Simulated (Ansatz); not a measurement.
Computed with Ansatz on PBE0-D4/def2-TZVP structures; ΔE is electronic, products minus reactants. CCSD(T)/CBS is the MP2 limit (def2-TZVPP, def2-QZVPP) plus CCSD(T) − MP2 in def2-TZVPP, frozen cores. This one scheme is used for every species. DFT in def2-TZVPP. B3LYP here is the variant with VWN-RPA as its local correlation; programs differ in this. HSE06 is defined as in plane-wave codes. For Se outer-core shells are correlated without core-valence functions, which leaves a few kJ/mol of doubt a bond. Scalar relativity is left out up to krypton. Each species was taken in one conformer, which may not be the lowest.

Consider the formal exchange of groups at the Si–Se bond: `P[Se][SiH2][SeH]` + `CCl` → `Cl[SiH2][SeH]` + `C[Se]P`.

`P[Se][SiH2][SeH]`:

Z-matrix (Å, degrees):
```
Si
Se 1 2.278
Se 1 2.272 2 108.9
H 1 1.483 2 109.0 3 -122.7
H 1 1.483 2 112.0 3 115.3
P 2 2.272 1 92.9 3 170.5
H 3 1.469 1 92.7 2 -64.4
H 6 1.419 2 96.6 1 131.9
H 6 1.419 2 96.6 1 -133.9
```

`CCl`:

Cartesian coordinates in Å:
```
C 0.044 0.064 0.123
Cl -0.489 -0.718 -1.376
H 1.016 -0.338 0.400
H -0.686 -0.144 0.903
H 0.115 1.136 -0.050
```

`Cl[SiH2][SeH]`:

```xyz
6

Cl   -1.206   -1.879   -0.732
Si    0.150   -0.452   -0.164
Se   -1.070    1.359    0.458
H     0.951   -0.985    0.961
H     1.027   -0.154   -1.319
H     0.148    2.111    0.796
```

`C[Se]P`:

Cartesian coordinates in Å:
```
C -0.670 -1.098 -0.688
Se -0.050 -0.456 1.048
P 0.801 1.498 0.319
H 0.170 -1.222 -1.368
H -1.404 -0.412 -1.105
H -1.136 -2.065 -0.502
H 0.234 2.335 1.315
H 2.054 1.422 0.981
```

```csv
level,ΔE (kJ/mol),difference from CCSD(T)/CBS
PBE-D4,-41.5,5.7
B3LYP-D4,-46.7,0.5
ωB97X-V,-49.2,-2.0
PBE-QIDH,-47.6,-0.4
r2SCAN,-49.1,-1.9
HSE06,-45.3,1.9
BHLYP,-52.8,-5.6
MP2/def2-SVP,-46.4,0.8
SCS-MP2/def2-TZVPP,-51.5,-4.3
MP2/def2-QZVPP,-49.6,-2.4
CCSD(T)/CBS,-47.2,0
```

Largest T1 diagnostic among the species: 0.010.

Leaving LDA and LC-ωPBE aside and taking each functional with its dispersion term where it has one, the values, not all of them listed here, spread over 12.6 kJ/mol, from B97M-V to PBE-D4. In def2-TZVPP, CCSD(T) changes the Hartree–Fock value by +4.8 kJ/mol (the triples alone add +1.7 kJ/mol) and MP2 by +3.7 kJ/mol.
